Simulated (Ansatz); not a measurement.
Mulliken charges of C₂H₆AlB, SMILES `C[B]1[CH2][AlH]1` from PBE/def2-TZVPP in Ansatz (PBE0-D4/def2-TZVP geometry).

| atom | x (Å) | y (Å) | z (Å) | charge (e) |
| --- | --- | --- | --- | --- |
| C1 | -1.463 | 0.806 | -0.400 | -0.345 |
| B2 | -0.052 | 0.189 | -0.167 | 0.084 |
| C3 | 0.466 | -0.872 | 0.703 | -0.247 |
| Al4 | 1.879 | 0.078 | -0.538 | 0.077 |
| H5 | -1.776 | 0.699 | -1.443 | 0.105 |
| H6 | -1.467 | 1.879 | -0.188 | 0.105 |
| H7 | -2.226 | 0.336 | 0.229 | 0.089 |
| H8 | 1.499 | -1.268 | 0.821 | 0.108 |
| H9 | -0.148 | -1.448 | 1.397 | 0.103 |
| H10 | 3.373 | -0.450 | -0.409 | -0.080 |

Q: By hand: the dipole of these point charges (1 e Å = 4.8032 D).

A: Σ q r = (-0.132, 0.010, 0.023) e Å, of length 0.134 e Å = 0.64 D.

Q: How does the dipole of the full density compare? (Estimate.)

A: Computed: (0.186, -0.011, -0.036) e Å, 0.91 D; the point charges give 0.70 times that, at 179° from its direction, so they point the opposite way.

Point charges leave out the atoms' own dipoles, such as those of lone pairs, and Mulliken's split depends on the basis, so the two needn't agree.
